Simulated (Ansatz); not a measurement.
`C[CH2][SbH][SiH3]` + `C#CS[SiH3]` → `[SiH3][S][SbH][SiH3]` + `C#CCC`  (formal exchange of groups at the Sb–C bond)

Calculated with Ansatz (gas phase, PBE0-D4/def2-TZVP geometries, no zero-point term in ΔE). CBS: MP2 limit from def2 TZ/QZ plus the TZ coupled-cluster correction, frozen cores. DFT in def2-TZVPP. HSE06 is defined as in plane-wave codes. Elements past krypton have def2 core potentials. For Sb outer-core shells are correlated without core-valence functions, which leaves a few kJ/mol of doubt a bond. Each species was taken in one conformer, which may not be the lowest.

```
             level  ΔE (eV)
          HSE06-D4    -1.06
      CAM-B3LYP-D4    -1.07
              BLYP    -1.00
           LC-ωPBE    -1.06
RPA@PBE/def2-TZVPP    -0.94
    MP2/def2-TZVPP    -0.98
SCS-MP2/def2-QZVPP    -1.04
     MP2/CBS(def2)    -1.05
```

Problem. What does CCSD(T)/CBS give? (An estimate is asked.)

Solution. Computed: -1.06 eV. The listed levels differ from it by 0.00, -0.01, 0.06, 0.00, 0.12, 0.08, 0.02, 0.01 eV.

Largest T1 diagnostic among the species: 0.013.

From PBE to PBE0 (25 % exact exchange), in def2-TZVPP and without D4, ΔE moves by −0.06 eV. Leaving LDA and LC-ωPBE aside and taking each functional with its dispersion term where it has one, the values, not all of them listed here, spread over 0.18 eV, from BHLYP-D4 to revPBE-D4.
